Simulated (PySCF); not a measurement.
Run record: geometry optimisation, `C=[CH][GeH2][S]C`.

Method: PBE0-D3(BJ)/def2-SVP geometry optimisation, gas phase (PySCF 2.14.0). Start geometry: GFN2-xTB. The input is one job of a driver script: a line of settings, then coordinates in Å.

Command:
```bash
OMP_NUM_THREADS=1 python probes_run.py task.json out
```

Input:
```
{"job": {"xc": "PBE0", "basis": "def2-SVP", "d3": "d3bj", "grid": 1, "shake": 0.01, "kind": "geom"}, "charge": 0, "multiplicity": 1}
C      1.793670     0.864320     0.808480
C      1.323070    -0.355150     0.690790
Ge     0.433410    -1.044000    -0.926710
S     -1.677280    -1.330010    -0.553570
C     -2.138160     0.363390    -0.054830
H      1.702590     1.590010    -0.021610
H      2.242160     1.264280     1.706410
H      1.420730    -1.022440     1.529730
H      0.649130    -0.044300    -2.028650
H      0.984140    -2.386620    -1.329950
H     -3.197920     0.356750     0.221040
H     -1.955980     1.056070    -0.862670
H     -1.573760     0.670830     0.811210
```

Question: Give the output.

Answer: 
```
step   0  E = -2593.30156824  max force = 0.032376
step   1  E = -2593.30585267  max force = 0.004914
step   2  E = -2593.30615162  max force = 0.001654
step   3  E = -2593.30616684  max force = 0.000570
step   4  E = -2593.30616949  max force = 0.000399
optimisation converged
```

Energies in Eh; «max force» is the largest Cartesian gradient component in Eh/bohr.

Question: How much energy does the optimisation release, in kJ/mol?

Answer: E(step 0) − E(last step) = 0.004601 Eh, which is 12.1 kJ/mol.

Summary of the converged run: final energy -2593.30617 Eh after 4 steps; dipole 2.01 D.

Time: 43 s; peak memory 0.55 GiB. Hardware: Arm Neoverse V1, one thread, on a shared host.
Labels such as C1 count atoms from 1, the log's own numbers from 0.
